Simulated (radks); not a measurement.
Species: Se3+. Configuration: [Ar] 3d10 4s2 4p1.

Calculated with a radial shooting solver on a logarithmic mesh with Libxc functionals: Dirac Kohn-Sham, LDA (Slater exchange, Perdew-Wang correlation), spin-unpolarised, spherical densities, point nucleus; open shells fill j = l - 1/2 first.

Energy parts (eV):
part                       energy
total                  -65977.988
kinetic                 67539.977
electron-nucleus      -158283.274
Hartree                 27041.338
exchange-correlation    -2276.029

Orbitals (lengths in bohr, moments of r in powers of bohr; <r^-3> diverges for s and p1/2):
| orbital | occ. | eigenvalue (eV) | <r^-3> | <r> | <r^2> |
|---|---|---|---|---|---|
| 1s1/2 | 2 | -12516.76 | - | 0.04414 | 0.002623 |
| 2s1/2 | 2 | -1640.691 | - | 0.1960 | 0.04535 |
| 2p1/2 | 2 | -1477.158 | - | 0.1686 | 0.03492 |
| 2p3/2 | 4 | -1435.471 | 1176 | 0.1724 | 0.03638 |
| 3s1/2 | 2 | -248.9968 | - | 0.5747 | 0.3806 |
| 3p1/2 | 2 | -193.0249 | - | 0.5825 | 0.3984 |
| 3p3/2 | 4 | -187.1302 | 167.7 | 0.5931 | 0.4129 |
| 3d3/2 | 4 | -90.1789 | 20.57 | 0.6243 | 0.4859 |
| 3d5/2 | 6 | -89.2759 | 19.92 | 0.6285 | 0.4925 |
| 4s1/2 | 2 | -49.6140 | - | 1.636 | 3.029 |
| 4p1/2 | 1 | -37.0996 | - | 1.857 | 3.925 |
| 4p3/2 | 0 | -36.4923 | 17.43 | 1.883 | 4.034 |

The highest occupied level is 4p1/2 at -37.100 eV. The density falls to 0.001 e/bohr^3 at r = 3.26 bohr.
